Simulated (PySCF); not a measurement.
methoxy(methylsulfanyl)methane (C₃H₈OS), SMILES COCSC. Geometry: r2SCAN-D4/def2-SVP. One conformer was computed; it need not be the lowest.

Computed equilibrium geometry at r2SCAN-D4/def2-SVP (PySCF confirms it by a frequency run) as a Z-matrix (one conformer of several):
```
C
O 1 1.3895
H 1 1.0997 2 106.44
C 2 1.4055 1 114.30 3 178.21
H 4 1.0986 2 107.41 1 -174.56
H 4 1.1063 5 108.92 2 120.60
H 4 1.1101 5 108.88 6 118.33
H 1 1.1112 3 109.11 2 120.91
S 1 1.8411 3 105.92 8 114.37
C 9 1.8167 1 101.45 3 -143.06
H 10 1.0997 9 106.52 1 172.08
H 10 1.1006 11 108.51 9 -121.56
H 10 1.1012 11 108.22 12 -118.96
```
